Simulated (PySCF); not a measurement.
All values below come from PySCF with PBE-D3(BJ)/def2-TZVP // PBE0-D3(BJ)/def2-TZVP. All species are isolated molecules in the gas phase. 

Reference species (SMILES): `N[C]N` (lower singlet) (neutral, multiplicity 1).

```yaml
dipole_moment: 2.75 D
```

Changed species: `[CH]N` (lower singlet) (X = H, multiplicity 1; the reference has X = amino, multiplicity 1).

Problem. Give the shifts of the dipole moment.

Solution. the dipole moment rises by 0.81 D, to 3.56 D.
